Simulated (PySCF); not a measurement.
PySCF input:

```python
from pyscf import gto, scf, dft

mol = gto.M(
    atom='''
    Ga   -0.00080611   -0.28750897    0.00089471
    O    -0.00546492   -1.94912209    0.00606552
    O     0.68809235    1.52959427   -0.03631499
    O    -0.67950373    1.53362507    0.02678248
    ''',
    basis='def2-tzvpd',
    charge=0,
    spin=1,
    verbose=4,
)

mf = scf.UHF(mol).density_fit(auxbasis='def2-universal-jkfit')
mf.conv_tol = 1e-9
mf.max_cycle = 100
mf.max_memory = 1500
mf.kernel()
if not mf.converged:
    mf = mf.newton()
    mf.kernel(mf.make_rdm1())
for _ in range(2):
    mo, _, stable, _ = mf.stability(return_status=True)
    if stable:
        break
    mf.kernel(mf.make_rdm1(mo, mf.mo_occ))
mf.analyze()
```

Question: What final total energy does it print?

Answer: -2147.75431 Eh (HF/def2-TZVPD).

It need not be the lowest isomer of its formula.
